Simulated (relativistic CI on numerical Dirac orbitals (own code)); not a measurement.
## Hyperfine structure of Pd¹⁹⁺, mass number 105

Calculated at this level of theory: Dirac-Coulomb-Breit CI, KLI orbitals optimised for each configuration, QED by a radiative potential, unscaled Slater integrals (own radial code, finite nucleus).

Configurations in the expansion (outside the closed core [Ne]): 3s²3p⁶3d⁹, 3s²3p⁵3d¹⁰, 3s3p⁶3d¹⁰, 3s²3p⁶3d⁸4s, 3s²3p⁶3d⁸4p, 3s²3p⁶3d⁸4d, 3s²3p⁶3d⁸4f, 3s²3p⁶3d⁷4s², 3s²3p⁵3d⁹4s, 3s²3p⁴3d¹⁰4s, 3s²3p⁶3d⁷4s4p, 3s²3p⁴3d¹⁰4p, 3s²3p⁶3d⁸5s, 3s²3p⁵3d⁹4p, 3s²3p⁶3d⁷4p², 3s²3p⁶3d⁸5p. Levels of other configurations are missing.

Nuclear spin I = 5/2, μ = -0.642 μN, Q = 0.66 b (tables of Stone and Pyykkö). The electronic factors are computed for point nuclear moments, without core polarisation or the Bohr-Weisskopf and QED corrections.

| Level | E (cm⁻¹) | A (GHz) | B (GHz) |
| --- | --- | --- | --- |
| 3s²3p⁶3d⁹ ²D5/2 | 0 | -1.51 | -7.75 |
| 3s²3p⁶3d⁹ ²D3/2 | 45462 | -3.668 | -5.75 |
| 3s²3p⁵3d¹⁰ ²P°3/2 | 1574968 | -7.684 | -37.6 |
| 3s²3p⁵3d¹⁰ ²P°1/2 | 1808984 | -47.19 |  |
| 3s3p⁶3d¹⁰ ²S1/2 | 2696729 | -157.5 |  |
| 3s²3p⁶3d⁸4s ⁴F9/2 | 2732431 | -6.399 | -4.41 |
| 3s²3p⁶3d⁸4s ²F7/2 | 2744119 | 2.71 | -3.78 |
| 3s²3p⁶3d⁸4s ⁴F7/2 | 2779753 | -7.735 | -3.33 |

Levels with J = 0, under 50 % of one LS term, or S terms without an open s electron are left out. Small factors come from cancelling terms and can be off by tens of per cent or more.

At this charge energies of transitions that change n are usually good to better than 1 %, and those within a shell (Δn = 0) to a few per cent.

Problem. Give the hyperfine levels of 3s²3p⁶3d⁹ ²D5/2 relative to its centre of gravity.

Solution. With K = F(F + 1) − I(I + 1) − J(J + 1), E = AK/2 + B[¾K(K + 1) − I(I + 1)J(J + 1)]/[2I(2I − 1)J(2J − 1)]: F = 0: 7.787, F = 1: 8.137, F = 2: 8.141, F = 3: 6.401, F = 4: 0.8259, F = 5: -11.38 GHz.

LS names give the leading component of a level, which can be under half, so a name can repeat, a term be missing and a line seem to break the LS rules.
